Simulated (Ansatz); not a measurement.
## Energy profile

The step: SnH₄O ([OH][SnH3]) + HBr → SnH₃Br ([Br][SnH3]) + H₂O; bonds formed: Sn1–Br7, O2–H6; bonds broken: Sn1–O2, H6–Br7 (atoms numbered as in the saddle structure below).

```json
{"atom": "Sn1", "x (Å)": "-0.5822", "y (Å)": "0.7353", "z (Å)": "-0.5046"}
{"atom": "O2", "x (Å)": "-0.2452", "y (Å)": "-0.7529", "z (Å)": "0.8684"}
{"atom": "H3", "x (Å)": "-0.7704", "y (Å)": "-0.1226", "z (Å)": "-1.9436"}
{"atom": "H4", "x (Å)": "-2.0347", "y (Å)": "1.3769", "z (Å)": "0.1165"}
{"atom": "H5", "x (Å)": "0.7110", "y (Å)": "1.8201", "z (Å)": "-0.3890"}
{"atom": "H6", "x (Å)": "0.8578", "y (Å)": "-1.1743", "z (Å)": "0.4634"}
{"atom": "Br7", "x (Å)": "2.2460", "y (Å)": "-1.4037", "z (Å)": "-0.4006"}
{"atom": "H8", "x (Å)": "-0.1823", "y (Å)": "-0.4788", "z (Å)": "1.7895"}
```

Electronic energies by CCSD(T) at an estimated basis limit (MP2 extrapolated from triple and quadruple zeta, plus CCSD(T) − MP2 in triple zeta), on PBE0-D4/def2-TZVP structures; SnH$_{5}$BrO, singlet; no counterpoise correction. Computed with Ansatz 0.2.0 (basis: def2-TZVPP and def2-QZVPP); correlated methods freeze the cores. Filled d shells of the heavier atoms are correlated. Core potentials replace the inner electrons of the atoms past krypton. The def2 sets are not built for correlating such inner shells, so the correlated values are less sure here. Extrapolation: Hartree–Fock as exp(−7.88 √X), correlation as X^−2.97.

Q: Give the profile in eV, counted from the separated reactants. (Judge from chemistry; the value comes from the calculation.)

A: Computed:
| point | eV |
| --- | --- |
| separated: SnH$_{4}$O (linked as [OH][SnH3]; Sn1, O2, H3, H4, H5, H8; singlet) + HBr (H6, Br7; singlet) | 0.000 |
| start structure | -0.285 |
| saddle | -0.199 |
| end structure | -1.180 |
| separated: SnH$_{3}$Br (linked as [Br][SnH3]; Sn1, H3, H4, H5, Br7; singlet) + H$_{2}$O (O2, H6, H8; singlet) | -0.980 |
The saddle lies below the separated reactants: the barrier is submerged.

The T1 diagnostic stays at or below 0.014.

For scale, one of the runs: CCSD(T)/def2-TZVPP, 199 basis functions (an equivalent command: `ansatz run in.yaml --threads 4`). Time: 2.3 min of wall clock on 4 CPU threads; the host was shared. Peak host memory: 2.8 GiB.
